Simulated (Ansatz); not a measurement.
Reaction (ligand exchange at the Si–C bond): `C=C[SiH](N)Cl` + `N[SiH](O)O` → `N[Si@H](Cl)O[Si@@H](N)O` + `C=C`

Computed with Ansatz on PBE0-D4/def2-TZVP structures; ΔE is electronic, products minus reactants. CBS: MP2 limit from def2 TZ/QZ plus the TZ coupled-cluster correction, frozen cores. This one scheme is used for every species. Functionals use def2-TZVPP. B3LYP here is the variant with VWN-RPA as its local correlation; programs differ in this. One conformer a species, not always the lowest.

`C=C[SiH](N)Cl`:

Cartesian coordinates in Å:
```
C 0.378 1.756 0.958
C -0.282 0.608 0.843
Si 0.296 -0.856 -0.130
N -0.928 -1.308 -1.225
Cl 2.104 -0.345 -1.016
H 1.335 1.912 0.469
H -0.009 2.585 1.544
H -1.238 0.505 1.356
H 0.594 -2.045 0.701
H -1.364 -0.612 -1.810
H -0.887 -2.201 -1.689
```

`N[SiH](O)O`:

Z-matrix (Å, degrees):
```
Si
O 1 1.639
O 1 1.639 2 116.1
N 1 1.714 2 107.1 3 -119.6
H 1 1.475 2 104.4 3 114.2
H 2 0.959 1 117.1 3 74.9
H 3 0.959 1 117.0 2 -75.2
H 4 1.008 1 119.6 2 171.6
H 4 1.008 1 119.6 2 -46.2
```

`N[Si@H](Cl)O[Si@@H](N)O`:

Z-matrix (Å, degrees):
```
Si
O 1 1.633
O 1 1.641 2 111.2
N 1 1.702 2 110.8 3 117.4
H 1 1.478 2 103.4 3 -116.6
H 2 0.959 1 116.2 3 -71.0
Si 3 1.615 1 144.8 2 180.0
H 4 1.006 1 121.8 2 60.7
H 4 1.007 1 120.3 2 -148.4
N 7 1.695 3 110.2 1 60.5
Cl 7 2.065 3 111.3 1 -56.1
H 7 1.475 3 106.8 1 -171.2
H 10 1.006 7 121.6 3 48.6
H 10 1.005 7 121.8 3 -155.0
```

`C=C`:

Cartesian coordinates in Å:
```
C 0.006 -0.515 0.414
C -0.006 0.515 -0.414
H 0.694 -0.566 1.251
H -0.672 -1.353 0.291
H -0.695 0.566 -1.251
H 0.672 1.353 -0.291
```

CCSD(T)/CBS gives -120.1 kJ/mol.

Question: Another level gave -112.7 kJ/mol. Which?
A. MP2/def2-TZVPP
B. PBE0-D4/def2-TZVPP
C. PBE-D4/def2-TZVPP
D. B3LYP-D4/def2-TZVPP

Answer: B. PBE0-D4 -112.7, PBE-D4 -105.7, MP2/def2-TZVPP -118.2, B3LYP-D4 -123.7 kJ/mol.

Largest T1 diagnostic among the species: 0.011.

From PBE to PBE0 (25 % exact exchange), in def2-TZVPP and without D4, ΔE moves by −7.0 kJ/mol. In def2-TZVPP, CCSD(T) changes the Hartree–Fock value by +18.7 kJ/mol (the triples alone add +3.2 kJ/mol) and MP2 by +20.0 kJ/mol. The D4 term adds −4.6 kJ/mol with B3LYP and −3.1 kJ/mol with PBE0; it sums over pairs of atoms, weighted by their polarisabilities, and B3LYP, whose exchange is more repulsive, gets the larger term.
